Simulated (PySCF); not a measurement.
## Electric field gradients and quadrupole coupling constants

Compound: C5H12OSi2.
Atom-mapped SMILES: `[CH2:1]=[C:2]([CH:3]=[O:4])[Si@H:5]([SiH3:6])[CH2:7][CH3:8]` (hydrogens: H9, H10 on C1; H11 on C3; H12 on Si5; H13, H14, H15 on Si6; H16, H17 on C7; H18, H19, H20 on C8)

Geometry (GFN2-xTB, Å), atoms numbered from 1 in this order:
```
atom  x, y, z in Å
C1    -1.762   -2.318    0.258
C2    -1.399   -1.077   -0.062
C3    -2.221   -0.297   -0.975
O4    -2.136    0.903   -1.101
Si5    0.090   -0.110    0.630
Si6   -0.555    2.089    0.958
C7     1.456   -0.285   -0.699
C8     2.767    0.356   -0.262
H9    -1.188   -2.909    0.952
H10   -2.655   -2.780   -0.139
H11   -2.954   -0.872   -1.577
H12    0.517   -0.909    1.799
H13   -0.309    2.936   -0.208
H14    0.246    2.671    2.052
H15   -1.951    2.211    1.377
H16    1.633   -1.338   -0.932
H17    1.122    0.185   -1.626
H18    3.136   -0.114    0.646
H19    3.529    0.252   -1.033
H20    2.627    1.416   -0.061
```

Field gradients from the PBE0/pcSseg-1 density (PySCF, non-relativistic), principal values in atomic units, ordered |Vxx| ≤ |Vyy| ≤ |Vzz|:

```
atom     Vxx     Vyy      Vzz
  O4  0.4798  1.4505  -1.9303
```

Find the asymmetry η = (Vxx − Vyy)/Vzz and the couplings χ = eQV/h (234.96 MHz × Q in barn × V in au), with Q(17O) = −0.0256 b.

```tsv
atom	environment	nucleus	η	χzz (MHz)	χxx (MHz)	χyy (MHz)
O4	aldehyde oxygen	17O	0.50	11.61	-2.89	-8.72
```

The tensor is traceless: Vxx + Vyy + Vzz = 0.

What is Vzz at O4 in SI units (1 au = 9.71736 × 10²¹ V/m²)?

-1.9303 au = -18.757 × 10²¹ V/m².

Were the hydrogens deuterons (Q(2H) = 0.00286 b), χzz would run from 104 kHz (H12) to 223 kHz (H9).

Geometry: GFN2-xTB, one conformer, isolated molecule. GFN2-xTB bond lengths can be off by several hundredths of an ångström, more for odd bonds, and the gradients follow them. These gradients aren't converged with respect to the basis.
